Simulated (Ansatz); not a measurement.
Two structures of BNH3ClF2, singlet, reached by relaxing down either side of one saddle point (PBE0-D4/def2-TZVP). Energies are electronic, without zero-point energy. Program: Ansatz 0.2.0. Basis: def2-TZVPP and def2-QZVPP. Cores are frozen in the correlated methods. Extrapolation: Hartree–Fock as exp(−7.88 √X), correlation as X^−2.97. First:

| atom | x (Å) | y (Å) | z (Å) |
| --- | --- | --- | --- |
| B1 | -0.8993 | -0.7490 | 0.0565 |
| N2 | -0.4394 | 0.5795 | -0.0114 |
| F3 | -1.1348 | -1.4401 | -1.0470 |
| F4 | -1.0705 | -1.3463 | 1.2248 |
| H5 | 1.5807 | 0.3609 | -0.0598 |
| Cl6 | 2.8780 | 0.3422 | -0.0960 |
| H7 | -0.4812 | 1.0915 | -0.8769 |
| H8 | -0.4334 | 1.1612 | 0.8099 |

Second:

```
atom    x (Å)    y (Å)    z (Å)
  B1   0.0457  -0.8103  -0.0008
  N2  -0.1692   0.8236  -0.0337
  F3  -0.2172  -1.2247  -1.2721
  F4  -0.8374  -1.2617   0.9339
  H5   0.4687   1.2420  -0.7042
 Cl6   1.8130  -1.0295   0.4925
  H7  -1.1259   1.0452  -0.2989
  H8   0.0225   1.2154   0.8835
```

Q: Which bonds change from the first to the second?

A: BNH₂F₂ ([NH2][B]([F])[F]) + HCl → BClF₂ ([F][B]([F])[Cl]) + NH₃ (still joined by a long B–N bond); bonds formed: B1–Cl6, N2–H5; bonds broken: H5–Cl6; bonds weakened to dative contacts: B1–N2.

Q: Give the saddle point's structure and its height above each. (Judge from chemistry; the value comes from the calculation.)

A: The calculation gives: 70.5 kJ/mol above the first and 123.0 kJ/mol above the second (CCSD(T) at an estimated basis limit (MP2 extrapolated from triple and quadruple zeta, plus CCSD(T) − MP2 in triple zeta)).
| atom | x (Å) | y (Å) | z (Å) |
| --- | --- | --- | --- |
| B1 | -0.3846 | -0.7313 | 0.0411 |
| N2 | -0.2780 | 0.7671 | -0.0238 |
| F3 | -0.6452 | -1.3774 | -1.0722 |
| F4 | -0.5802 | -1.2829 | 1.2168 |
| H5 | 0.9583 | 0.6150 | -0.0526 |
| Cl6 | 2.1445 | -0.4504 | -0.0423 |
| H7 | -0.6312 | 1.1954 | -0.8708 |
| H8 | -0.5836 | 1.2646 | 0.8038 |

The T1 diagnostic stays at or below 0.012.

Hydrogen chloride, the by-product of chloride precursors, can attack films and sites by steps of this kind.

Labels in which every atom is bracketed show which atoms are joined, not bond orders.

For scale, one of the runs: CCSD(T)/def2-TZVPP, 208 basis functions, launched by `ansatz run in.yaml --threads 4 --pin off --events-out ev --progress --plain --max-ram 9574MiB`. Hardware: 4 CPU threads of an Intel Xeon, shared host. Wall time 100 s; peak host memory 3 GiB.
